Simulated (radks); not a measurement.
Results of a calculation; reference values are marked as such.
These are the eigenvalues of the occupied orbitals of an atom or ion with whole-number occupations (eV). Code: a radial shooting solver on a logarithmic mesh with Libxc functionals. Model: non-relativistic Kohn-Sham, LB94 model potential, spin-polarised, spherical densities, point nucleus.

orbital  eigenvalue
1s        -87662.25
2s        -19835.81
2p        -19422.80
3s        -8410.084

Which element is it, and in what charge state? The configuration may be excited. Open shells, if any, are filled with parallel spins first.

Answer. Z = 83, bismuth, charge +71: Bi71+ in [Ne] 3s2. The list shows which subshells hold electrons but not how many an open one holds; the 1s level, -3221.5 hartree, gives Z - s = 80.3 by -(Z - s)^2/2, which with screening narrows Z to a few neighbours, and the depths of the outer levels then fix element, charge and occupations together.
